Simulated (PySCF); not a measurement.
ClFGeH2. Atoms are numbered in the order given.

```xyz
5

Ge     0.3689     0.4311     0.0000
F     -1.0896     1.3819     0.0000
Cl    -0.2470    -1.6297     0.0000
H      1.0997     0.7359     1.3081
H      1.0997     0.7359    -1.3081
```
Charge 0, spin multiplicity 1.

Geometry optimised at B3LYP-D3(BJ)/def2-TZVP.

Level of theory: B3LYP-D3(BJ)/def2-TZVP (PySCF).

Frequencies are harmonic and unscaled.

```csv
mode,ν (cm⁻¹),IR (km/mol),moving atoms (share of kinetic energy)
1,191,8.8,"F 58 %, Cl 24 %, Ge 17 %"
2,427,62.4,"Cl 67 %, Ge 33 %"
3,548,38.3,H 87 %
4,641,6.2,H 96 %
5,695,114.8,"F 75 %, Ge 22 %"
6,794,79.9,H 94 %
7,851,75.8,H 98 %
8,2178,46.5,H 99 %
9,2197,94.9,H 98 %
```
